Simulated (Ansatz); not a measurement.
Cartesian coordinates (Å):
SMILES: c1(B)c2sccc2c(cc1)C#N
```xyz
18

B     -2.0112     2.1460    -0.7864
C     -1.2508     0.8812    -0.3376
C     -1.9517    -0.2879     0.0285
C     -1.3053    -1.4573     0.4414
C      0.0957    -1.5028     0.5052
C      0.7681    -2.6908     0.9250
N      1.3354    -3.6512     1.2651
C      0.8598    -0.3593     0.1499
C      2.2812    -0.1899     0.1427
C      2.6410     1.0646    -0.2637
S      1.2887     2.0816    -0.6503
C      0.1629     0.8087    -0.2644
H     -1.4118     3.1464    -1.1001
H     -3.2174     2.1322    -0.8235
H     -3.0446    -0.2722    -0.0147
H     -1.8804    -2.3441     0.7175
H      2.9895    -0.9700     0.4279
H      3.6510     1.4648    -0.3623
```
Charge 0, multiplicity 1.

All values below come from frozen-core CCSD(T)/cc-pVDZ // r2SCAN-D4/def2-SVP (Ansatz, a program for electronic structure). The restricted HF reference is unstable towards unrestricted orbitals.

```
Item                            Value
----------------------  -------------
HF energy               -820.98453 Ha
MP2 correlation energy    -1.52516 Ha
```

**Question.** Estimate the CCSD correlation energy, the (T) correction, the total energy and the T1 diagnostic.

**Answer.** 
CCSD correlation energy: -1.57176 Ha
(T) correction: -0.07674 Ha
CCSD(T) total energy: -822.63302 Ha
T1 diagnostic: 0.013
